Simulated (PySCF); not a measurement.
Species: C7H7O2 (charge -1).
Numbering: `[CH2:1]=[CH:2]/[CH:3]=[CH:4]/[C:5](=[CH2:6])[C:7](=[O:8])[O-:9]` (hydrogens: H10, H11 on C1; H12 on C2; H13 on C3; H14 on C4; H15, H16 on C6)

Structure used (GFN2-xTB), in Å, numbered top down from 1:
```xyz
16
C7H7O2 angstrom
C      3.1457    0.9537    0.4551
C      2.1834    0.0336    0.3773
C      0.8129    0.3144    0.0523
C     -0.1321   -0.6386   -0.0181
C     -1.5293   -0.4463   -0.3365
C     -2.3443   -1.5058   -0.3574
C     -2.1666    0.9620   -0.6679
O     -1.4152    1.9459   -0.6414
O     -3.3774    0.9270   -0.9228
H      2.9377    1.9947    0.2713
H      4.1657    0.7026    0.7025
H      2.4295   -1.0083    0.5690
H      0.5224    1.3365   -0.1454
H      0.1582   -1.6750    0.1809
H     -2.0115   -2.5169   -0.1444
H     -3.3866   -1.3704   -0.5951
```

The closed-shell SCF was solved with PySCF and density fitting under several settings on one GFN2-xTB geometry (grid level 2 and gas phase unless stated).

```json
{"settings": "PBE0/pcSseg-1", "basis functions": "188", "SCF cycles": "16", "E (Eh)": "-420.8843", "HOMO (eV)": "-1.56", "LUMO (eV)": "2.24"}
{"settings": "PBE0/def2-SVPD", "basis functions": "242", "SCF cycles": "16", "E (Eh)": "-420.6483", "HOMO (eV)": "-1.92", "LUMO (eV)": "2.11"}
```

Question: Estimate the row for these settings: mPW1PW91/6-311G**, IEF-PCM acetonitrile.

Answer: 
```csv
settings,basis functions,SCF cycles,E (Eh),HOMO (eV),LUMO (eV)
"mPW1PW91/6-311G**, IEF-PCM acetonitrile",204,14,-421.5025,-5.84,-1.07
```

Question: Over all rows, what range does the HOMO–LUMO gap span?

Answer: From 3.80 eV (PBE0/pcSseg-1) to 4.77 eV (mPW1PW91/6-311G**, IEF-PCM acetonitrile). The functional of the narrowest has 25 % exact exchange, that of the widest 25 % exact exchange.

Question: Compare two rows with the functional PBE0: PBE0/pcSseg-1 and PBE0/def2-SVPD. Which energy is lower, and by how much?

Answer: PBE0/pcSseg-1 (188 functions) lies 0.2360 Eh or 148 kcal/mol below PBE0/def2-SVPD (242 functions). The smaller set gives the lower energy; the two sets aren't nested, so the variational bound doesn't order them by size.

Cycle counts include a coarse-grid stage where the run had one. All basis functions are spherical, in the Pople sets too. One conformer (not necessarily the lowest) at the GFN2-xTB geometry, without vibrations or thermal averaging.
